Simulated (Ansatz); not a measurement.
CH6O2Sn (`C[O][SnH2][OH]`). Total charge 0; spin multiplicity 1. Correlated methods include outer-core shells of Sn, which these sets cover unevenly. Sn: def2 effective core potential.

Z-matrix (Å, degrees):
```
C
O 1 1.404
H 1 1.094 2 108.3
H 1 1.099 2 112.6 3 -118.8
H 1 1.099 2 112.6 3 118.8
Sn 2 1.962 1 121.3 3 -179.8
O 6 1.952 2 101.0 1 -179.9
H 6 1.707 2 110.0 1 -64.1
H 6 1.707 2 109.9 1 64.2
H 7 0.961 6 110.9 2 -0.5
```

(1) Give the diagnostics of a CCSD(T)/def2-TZVPP run (frozen core, Ansatz). (An estimate is asked.)

Results:

(1) Computed: T1 = 0.0135, largest single amplitude 0.023, largest double 0.026, (T) share of the correlation energy 3.3 %, 10 CCSD cycles. The RHF solution is stable towards an unrestricted one. T1 lies under the customary mark of 0.02 for closed shells.
